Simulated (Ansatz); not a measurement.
Cost and result for the atomization energy of CH5FSeSi2, SMILES `F[Si@H]1C[Si@@H]1[SeH]` (10 atoms, 10 bonds).

```xyz
10

F     1.0416   -1.9076    1.7865
Si    0.1205   -0.7644    1.1548
C     0.9483    0.6512    0.2525
Si   -0.1001   -0.3141   -1.0265
Se   -1.8976    0.6284   -2.0478
H    -0.9136   -0.3842    2.1443
H     0.6843    1.6650    0.5512
H     2.0168    0.5759    0.0438
H     0.7206   -0.9611   -2.0766
H    -2.6207    0.8108   -0.7824
```

The species carries charge 0 and has multiplicity 1. Correlated methods include outer-core shells of Se, which these sets cover unevenly. Scalar relativity is left out up to krypton. The geometry is a stationary point of PBE0-D4/def2-TZVP. It is one conformer, not always the lowest. Program: Ansatz. All runs use 4 threads of an AMD EPYC 9R45 on a shared host. Times are those of one run each, without the atoms' runs, and a repeat can differ threefold. Electronic energies, without spin–orbit coupling; frozen cores. CCSD(T)/CBS adds CCSD(T) − MP2 in def2-TZVPP to the MP2 limit, and its time is that of the two runs behind it. T1 = 0.011. With those shells the extrapolation isn't a true limit. B3LYP takes the VWN-RPA correlation (the form of Gaussian; ORCA's B3LYP/G). HSE06 is the plane-wave form, built on full-range PBE exchange.

CCSD(T)/CBS is a level of theory with its own doubt, some kJ/mol a heavy atom from the limit and from the frozen cores, so smaller differences don't rank the functionals.

| level | functions | atomization (kcal/mol) | difference from CCSD(T)/CBS | per bond |
| --- | --- | --- | --- | --- |
| HSE06-D4/def2-TZVPP | 264 | 803.0 | -3.9 | -0.4 |
| CCSD(T)/def2-SVP | 121 | 739.8 | -67.1 | -6.7 |
| B3LYP-D4/def2-TZVPP (with forces) | 264 | 799.3 | -7.6 | -0.8 |
| BLYP-D4/def2-TZVPP | 264 | 796.0 | -10.9 | -1.1 |
| revPBE-D4/def2-TZVPP | 264 | 795.0 | -11.9 | -1.2 |
| B2PLYP/def2-TZVPP | 264 | 790.6 | -16.3 | -1.6 |
| CCSD(T)/def2-TZVPP | 264 | 781.4 | -25.5 | -2.5 |
| ωB97M-V/def2-TZVPP (with forces) | 264 | 803.6 | -3.3 | -0.3 |
| PBE0-D4/def2-TZVPP | 264 | 802.6 | -4.3 | -0.4 |
| MP2/def2-QZVPP | 493 | 808.9 | 2.0 | 0.2 |
| CCSD(T)/CBS(def2) | – | 806.9 | 0.0 | 0.0 |
| BHLYP-D4/def2-TZVPP | 264 | 780.0 | -26.9 | -2.7 |
| PBE-D4/def2-TZVPP (with forces) | 264 | 814.4 | 7.5 | 0.8 |

**Question.** Order the runs by time, with rough figures. (Estimate.)

**Answer.** Ansatz gave: revPBE-D4/def2-TZVPP 1.1 s; BLYP-D4/def2-TZVPP 1.1 s; PBE-D4/def2-TZVPP (with forces) 1.2 s; PBE0-D4/def2-TZVPP 1.9 s; BHLYP-D4/def2-TZVPP 1.9 s; HSE06-D4/def2-TZVPP 2 s; B3LYP-D4/def2-TZVPP (with forces) 2.8 s; B2PLYP/def2-TZVPP 3 s; CCSD(T)/def2-SVP 3.6 s; ωB97M-V/def2-TZVPP (with forces) 6 s; MP2/def2-QZVPP 12 s; CCSD(T)/def2-TZVPP 87 s; CCSD(T)/CBS(def2) 99 s.

In def2-TZVPP, CCSD(T) changes the Hartree–Fock value by +200.1 kcal/mol (the triples alone add +13.2 kcal/mol) and MP2 by +212.5 kcal/mol; breaking electron pairs costs correlation energy, which Hartree–Fock lacks. At CCSD(T), def2-SVP lies −67.0 kcal/mol from the extrapolated value and def2-TZVPP −25.4 kcal/mol: correlation converges slowly with the basis, and small sets miss more of it in the bonded molecule than in its fragments. From r2SCAN to r2SCAN0 (25 % exact exchange), in def2-TZVPP and without D4, the atomization energy moves by −13.1 kcal/mol: exact exchange takes away binding that semilocal exchange gives to molecules.

For some Ge, Se and Sn compounds the MP2-based and the directly extrapolated limit differ by 10 to 25 kJ/mol.
